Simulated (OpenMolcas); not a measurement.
**Computed levels of Lu**

```json
{
  "Program": "OpenMolcas",
  "Method": "SS-CASPT2, IPEA 0.25 Eh, imaginary shift 0.1 Eh (closed shells correlated: 5s 5p)",
  "Basis": "ANO-RCC-VQZP [9s8p6d4f3g2h]",
  "Scalar Hamiltonian": "DKH2, point nucleus",
  "Active space": "3 electrons in 6 orbitals (5d 6s)",
  "State averaging": "2S+1 = 4 even, 20 roots (10 in the spin-orbit step); 2S+1 = 2 even, 30 roots",
  "Spin-orbit coupling": "RASSI with atomic mean-field integrals over the reference wave functions, term energies averaged over their components"
}
```

With spin-orbit coupling, above the lowest level:

```tsv
Configuration	Term	J	E (cm⁻¹)	Measured (cm⁻¹)	Term weight %	Second
5d 6s²	²D	3/2	0.0	0.0	100	
5d 6s²	²D	5/2	1819	1994	100	
5d² 6s	⁴F	3/2	17000	18851	97	3 ²D
5d² 6s	⁴F	5/2	17610	19403	97	
5d² 6s	⁴F	7/2	18520	20247	99	
5d² 6s	⁴F	9/2	19570	21242	99	
5d² 6s	²D	5/2	22600		52	36 ⁴P
5d² 6s	⁴P	1/2	22660	21472	98	
5d² 6s	⁴P	3/2	22980	22468	70	29 ²D
5d² 6s	²D	3/2	23750	24518	64	30 ⁴P
5d² 6s	²F	5/2	24100		57	40 ⁴P
5d² 6s	²D	5/2	25180		43	32 ²F
5d² 6s	²F	7/2	25600		71	29 ²G
5d² 6s	²G	9/2	26710	26671	99	
5d² 6s	²G	7/2	27020		71	28 ²F
5d² 6s	²P	1/2	27350	28793	98	
5d² 6s	²P	3/2	28470	29938	95	4 ²D
5d² 6s	²S	1/2	34020	30747	96	2 ²P
```

Against the 12 measured excited levels shown (NIST Handbook of Basic Atomic Spectroscopic Data) the mean absolute deviation is 1300 cm-1; the largest miss in energy is 5d² 6s ²S_1/2: computed 34020, measured 30747 cm⁻¹ (+10.7 %).

Spin-orbit coupling puts the lowest level 1101 cm⁻¹ below the lowest spin-free term.

CASPT2 breaks the degeneracy within a term, and the mean is taken; among the terms shown or strongly mixed into the levels shown the widest spread is 890 cm-1 (5d² 6s ²G). Over all roots computed the reference weight is 0.86 to 0.93; the roots of lowest weight are the least certain, and an intruder state may touch them. Some high roots are left out of the spin-orbit mixing, which shifts the levels that they would mix with. Some levels mix across a computed gap that differs much from the measured one, so their mixing is not that of the real levels. A single d shell beside an s shell can misplace configurations of different d count against each other. Computed and measured levels are paired by configuration, term and J; levels that our copy of the source lacks, or whose pairing is in doubt (as where it misses far off the trend of its configuration), stay unpaired and out of the deviations. Only configurations of the active space appear. The first state left out of the spin-orbit step lies near 43000 cm-1 above the lowest spin-free state of the reference (among the parities and spins computed), and the list stops at four fifths of that energy or lower.

The CASPT2 steps took 67 s on 1 thread of Intel(R) Xeon(R) Platinum 8375C CPU @ 2.90GHz (Ice Lake), on a shared host; the integral step is not counted.

The term weight is that of the spin-free term in the level, not the purity of its configuration.
